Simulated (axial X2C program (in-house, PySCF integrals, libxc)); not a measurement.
# Potential curves of GaRu, without spin–orbit coupling

Calculated with an axial X2C code built on PySCF integrals. Spin-free means the one-electron spin-free X2C Hamiltonian. Basis: Ru dyall-cv3z [12s12p8d5f3g], Ga dyall-cv3z [9s9p7d4f1g] (cores contracted in-house); Gaussian nuclei, density fitting, unrestricted open shells. Masses: Ru 101.904 u, Ga 68.926 u.

State: M_S = 3/2, Λ = 0 (beyond evenly filled blocks: σα, δ+α, δ-α). Energies in kJ/mol from the fragments at the same level (Ru + Ga). Fits are polynomials in 1 − R0/R over 0.85 to 1.23 times the lowest point R0.

```csv
R (Å),M06,HF
2.0645,-168.60,113.34
2.1594,-202.06,49.97
2.2306,-214.07,17.12
2.3018,-218.19,-6.33
2.3730,-216.54,-22.61
2.4561,-209.56,-34.81
2.5391,-198.91,-41.66
2.6459,-181.98,-45.05
2.7764,-158.94,-43.93
2.9663,,-36.93
```

Occupations by symmetry block were frozen at the best pattern of an incomplete PBE0 search. De is counted from the lowest determinant-based energies of the atoms at the same level, without counterpoise correction. PBE0 can misorder states that lie within some tenths of an eV, so this need not be the ground state of the molecule. The nearest other spin-free determinant of the search, M_S = 3/2, Λ = 2, lies 0.42 eV up at the distance of the search. Without a current term, density functionals place determinants with orbital angular momentum somewhat too high. The determinant is spin-polarised beyond a pure state at some levels (its spin-free form has ⟨S²⟩ too high), which makes Re and μ there less reliable. The stretched end of a curve changes character and is left out. Spin-free De lacks the spin–orbit lowering of the heavy p-block atom, a tenth of an eV or more for 4p and 5p, up to an eV for 6p and one to two eV for 7p atoms, less what an open-shell molecule gains itself.

(1) What are Re, ωe and De at the M06 level?

(2) What are Re, ωe and De at the HF level?

Results:

(1) At M06, spin-free: Re = 2.314 Å, ωe ≈ 270 cm⁻¹, De = 2.26 eV to Ru + Ga; Be follows as 0.0766 cm⁻¹.

(2) At HF, spin-free: Re = 2.677 Å, ωe ≈ 143 cm⁻¹, De = 0.47 eV to Ru + Ga; Be follows as 0.0572 cm⁻¹.
